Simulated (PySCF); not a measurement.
C5H5FO.

```xyz
12

C      1.8539     0.1731     1.8736
C      1.1057     0.0380     0.9360
C      0.1587    -0.1436    -0.1806
F      0.8113    -0.7842    -1.2029
C     -1.2200    -0.7606     0.1080
C     -1.7514     0.5642    -0.4593
O     -0.4077     1.0559    -0.6306
H      2.5274     0.3001     2.7038
H     -1.4081    -1.6607    -0.4912
H     -1.4298    -0.9476     1.1685
H     -2.2894     0.5004    -1.4189
H     -2.3216     1.1922     0.2430
```
Charge 0, spin multiplicity 1.

Coordinates come from a ωB97X-D3(BJ)/def2-SVP optimisation. The structure was generated by enumeration; whether it is a known compound was not checked.

The numbers are results of PBE/pcSseg-1 in PySCF, not measurements. Non-relativistic, no solvent.

Computed absolute GIAO shielding of each atom: isotropic value and principal components (ppm):
```tsv
atom	σ(iso)	σ11	σ22	σ33	span
C1	102.9	38.3	44.1	226.2	187.9
C2	97.9	-2.4	0.5	295.5	297.8
C3	65.5	39.2	68.7	88.5	49.3
F4	242.9	151.2	277.7	299.8	148.7
C5	139.8	119.0	127.6	172.8	53.9
C6	112.9	79.3	97.8	161.8	82.5
O7	197.6	104.3	201.8	286.6	182.3
H8	28.8	24.6	24.6	37.0	12.5
H9	28.3	26.0	26.9	32.1	6.1
H10	28.3	26.4	27.2	31.2	4.8
H11	26.6	24.1	24.4	31.3	7.2
H12	26.8	24.5	25.0	30.8	6.3
```
